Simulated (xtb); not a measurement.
Job for xtb: GFN2-xTB on ClH5Si (a complex).

```
$ xtb mol.xyz --gfn 2 --sp --chrg 0 --uhf 0
7

Cl    -0.06853986    -0.33803311    -0.32481316
H     -0.67544480    -1.32229006     0.22906320
Si     0.01950244     0.15673216     3.41009185
H      0.83539868     1.26625768     2.87322551
H     -1.36150382     0.24779467     2.88510926
H     -0.01570407     0.23435053     4.88886131
H      0.60912343    -1.14017927     3.00673660
```

The head of its log:

```
[...]
           -------------------------------------------------
          |                Calculation Setup                |
           -------------------------------------------------



molecular fragmentation (1/2 indicates fragments):
1122222
# atoms in fragment 1/2:     2     5
 fragment masses (1/2) :       36.46       32.12
CMA distance (Bohr)    :   7.101
constraining FC (au)   :  0.0500

           -------------------------------------------------
          |                 G F N 2 - x T B                 |
           -------------------------------------------------

        Reference                      10.1021/acs.jctc.8b01176
      * Hamiltonian:
        H0-scaling (s, p, d)           1.850000    2.230000    2.230000
        zeta-weighting                 0.500000
      * Dispersion:
        s8                             2.700000
        a1                             0.520000
        a2                             5.000000
        s9                             5.000000
      * Repulsion:
        kExp                           1.500000    1.000000
        rExp                           1.000000
      * Coulomb:
        alpha                          2.000000
        third order                    shell-resolved
        anisotropic                    true
        a3                             3.000000
        a5                             4.000000
        cn-shift                       1.200000
        cn-exp                         4.000000
        max-rad                        5.000000


          ...................................................
          :                      SETUP                      :
          :.................................................:
          :  # basis functions                  25          :
          :  # atomic orbitals                  23          :
          :  # shells                           11          :
          :  # electrons                        16          :
          :  max. iterations                   250          :
          :  Hamiltonian                  GFN2-xTB          :
          :  restarted?                      false          :
          :  GBSA solvation                  false          :
          :  PC potential                    false          :
          :  electronic temp.          300.0000000     K    :
          :  accuracy                    1.0000000          :
          :  -> integral cutoff          0.2500000E+02      :
          :  -> integral neglect         0.1000000E-07      :
          :  -> SCF convergence          0.1000000E-05 Eh   :
          :  -> wf. convergence          0.1000000E-03 e    :
          :  Broyden damping             0.4000000          :
          :  net charge                          0          :
          :  unpaired electrons                  0          :
          ...................................................

 iter      E             dE          RMSdq      gap      omega  full diag
   1     -8.7894922 -0.878949E+01  0.500E+00    7.76       0.0  T
   2     -8.8548921 -0.654000E-01  0.181E+00    6.27       1.0  T
```

**Question.** Give the final energy of this run.

**Answer.** -8.8173 hartree.
